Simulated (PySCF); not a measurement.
## As: electron affinity

As⁻ [Ar] 3d10 4s2 4p4 (3P) → As [Ar] 3d10 4s2 4p3 (4S), as a difference of total energies. All numbers are calculated (PySCF 2.14, no relativity, point nucleus, in dyall-av2z (16s12p8d, 92 functions)). Correlated levels: valence: [Ar] 3d10 frozen; virtual orbitals above 40 to 60 times the deepest correlated orbital energy dropped. The calculations carry no spin-orbit coupling.

| method | electron affinity (eV) |
| --- | --- |
| UHF | -0.261 |
| LDA | 1.088 |
| PBE | 0.879 |
| PBE0 | 0.794 |
| r2SCAN | 0.837 |
| HSE06 | 0.845 |
| M06-2X | 0.790 |
| revPBE | 0.827 |
| MP2 (valence) | 0.319 |

**Question.** Estimate what r2SCAN0 gives.

**Answer.** 0.788 eV, closest to M06-2X among the rows shown.

**Question.** Estimate what SCS-MP2 (valence) gives.

**Answer.** 0.348 eV, closest to MP2 (valence) among the rows shown.

A first-order spin-orbit estimate (lowest level to lowest level, LS coupling) adds 0.060 eV.

These non-relativistic numbers lack the scalar-relativistic shift.

Errors of the correlated levels include the incompleteness of this basis and the frozen core.

A negative affinity means that the anion lies above the atom at that level of theory.

In the anion the highest occupied orbital energy is positive at LDA, PBE, PBE0, r2SCAN, HSE06, M06-2X, revPBE, r2SCAN0, a self-interaction effect; the basis confines that electron, and the energy difference can still be sensible.

For comparison: 0.804 eV (measured; photodetachment measurements, as compiled on the Wikipedia data page of electron affinities).
